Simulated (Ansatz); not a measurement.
Reaction (ligand exchange at the Si–C bond): `FC(Cl)=C=C[SiH3]` + `C1NCS1` → `[SiH3]N1CSC1` + `C=C=C(F)Cl`

Program: Ansatz. Geometries: PBE0-D4/def2-TZVP. ΔE: electronic, gas phase. CBS: MP2 limit from def2 TZ/QZ plus the TZ coupled-cluster correction, frozen cores. DFT in def2-TZVPP.

`FC(Cl)=C=C[SiH3]`:

Cartesian coordinates in Å:
```
F -1.233 2.506 -1.269
C -1.130 1.813 -0.136
Cl -2.417 2.117 0.948
C -0.146 1.003 0.113
C 0.797 0.141 0.355
Si 0.630 -1.662 -0.125
H 1.709 0.482 0.849
H 1.728 -2.026 -1.057
H 0.748 -2.507 1.092
H -0.687 -1.868 -0.771
```

`C1NCS1`:

Z-matrix (Å, degrees):
```
C
S 1 1.828
N 1 1.460 2 91.7
H 1 1.092 2 113.8 3 117.4
H 1 1.096 2 111.7 3 -117.9
C 2 1.828 1 74.5 3 12.7
H 3 1.012 1 113.9 2 -136.6
H 6 1.092 2 113.8 1 -130.1
H 6 1.096 2 111.7 1 105.2
```

`[SiH3]N1CSC1`:

Z-matrix (Å, degrees):
```
Si
N 1 1.719
H 1 1.494 2 114.4
H 1 1.486 2 107.6 3 120.0
H 1 1.486 2 107.6 3 -120.0
C 2 1.453 1 128.0 3 -77.4
C 2 1.453 1 127.9 3 77.4
S 6 1.829 2 91.8 1 166.0
H 6 1.094 2 114.2 1 -77.3
H 6 1.096 2 115.1 1 50.4
H 7 1.096 2 115.1 1 -50.4
H 7 1.094 2 114.2 1 77.3
```

`C=C=C(F)Cl`:

Cartesian coordinates in Å:
```
C 1.081 -0.405 0.752
C 0.077 0.025 0.050
C -0.932 0.437 -0.654
F -1.170 1.722 -0.902
Cl -2.097 -0.596 -1.362
H 1.005 -0.538 1.828
H 2.035 -0.645 0.289
```

```
           species  ωB97X-V energy (Eh)
`FC(Cl)=C=C[SiH3]`           -966.10452
          `C1NCS1`           -532.08623
    `[SiH3]N1CSC1`           -822.76172
      `C=C=C(F)Cl`           -675.44347
```

Task: Work out ΔE.

Result: ΔE = (-822.76172) + (-675.44347) − (-966.10452) − (-532.08623) = -0.01444 Eh = -0.39 eV. CCSD(T)/CBS gives -0.39 eV.

Largest T1 diagnostic among the species: 0.013.

The D4 term adds −0.05 eV with B3LYP and −0.03 eV with PBE0; it sums over pairs of atoms, weighted by their polarisabilities, and B3LYP, whose exchange is more repulsive, gets the larger term. In def2-TZVPP, CCSD(T) changes the Hartree–Fock value by +0.05 eV (the triples alone add +0.01 eV) and MP2 by +0.04 eV.

B3LYP here is the variant with VWN-RPA as its local correlation; programs differ in this.
